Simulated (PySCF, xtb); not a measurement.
H₃O₄Si, SMILES [O][Si](O)(O)O (connectivity only; charge and spin as stated), charge -1, multiplicity 1. The values are those of a single conformer.

Harmonic wavenumbers (cm⁻¹) from GFN2-xTB run with xtb at its own minimum, in rising order: 122, 133, 166, 261, 262, 333, 348, 348, 692, 736, 737, 930, 946, 946, 1244, 3741, 3744, 3746.

### Question
What does B3LYP-D3(BJ)/def2-SVPD run with PySCF give at its own minimum? (The exact figures need the calculation; the answer reports its results.)

### Answer
113, 114, 166, 302, 302, 348, 376, 376, 696, 788, 788, 892, 892, 917, 1105, 3888, 3888, 3888. Paired by order, the mean absolute difference is 54 cm⁻¹ and the zero-point energies are 27.8 and 28.4 kcal/mol.
